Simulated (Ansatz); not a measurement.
One change: `[OH][Ga]([SH])[SiH2]F` becomes `[OH][Ga]([SH])[Cl]`.

Ansatz, PBE0-D4/def2-TZVP geometries, multiplicity 1. Each molecule was computed in one conformer, which needn't be the lowest.

Scalar relativity is left out up to krypton.

| property | `[OH][Ga]([SH])[SiH2]F` |
| --- | --- |
| LUMO energy (B3LYP/def2-TZVPP) / eV | -1.71 |
| HOMO–LUMO gap (PBE0/def2-TZVPP) / eV | 6.30 |
| LUMO energy (ωB97M-V/def2-TZVPP) / eV | 0.24 |
| LUMO energy (PBE0/def2-TZVPP) / eV | -1.51 |
| size of the dipole moment (ωB97M-V/def2-TZVPP) / D | 1.48 |
| HOMO energy (PBE0/def2-TZVPP) / eV | -7.81 |

(1) What does the change do to each property? (Estimate.)

## Answers

(1) The calculation gave: 
```json
{"property": "LUMO energy (B3LYP/def2-TZVPP) / eV", "`[OH][Ga]([SH])[Cl]`": "-1.51", "shift": "0.20"}
{"property": "HOMO–LUMO gap (PBE0/def2-TZVPP) / eV", "`[OH][Ga]([SH])[Cl]`": "6.94", "shift": "0.64"}
{"property": "LUMO energy (ωB97M-V/def2-TZVPP) / eV", "`[OH][Ga]([SH])[Cl]`": "0.70", "shift": "0.46"}
{"property": "LUMO energy (PBE0/def2-TZVPP) / eV", "`[OH][Ga]([SH])[Cl]`": "-1.18", "shift": "0.33"}
{"property": "size of the dipole moment (ωB97M-V/def2-TZVPP) / D", "`[OH][Ga]([SH])[Cl]`": "0.56", "shift": "-0.92"}
{"property": "HOMO energy (PBE0/def2-TZVPP) / eV", "`[OH][Ga]([SH])[Cl]`": "-8.13", "shift": "-0.32"}
```

With PBE0 the HOMO falls by 0.32 eV and the LUMO rises by 0.33 eV, so the gap widens by about 0.65 eV. PBE moves the HOMO by -0.31 eV and ωB97M-V by -0.32 eV. Dipoles are sizes alone; their direction can turn.

B3LYP here is the variant with VWN-RPA as its local correlation; programs differ in this.
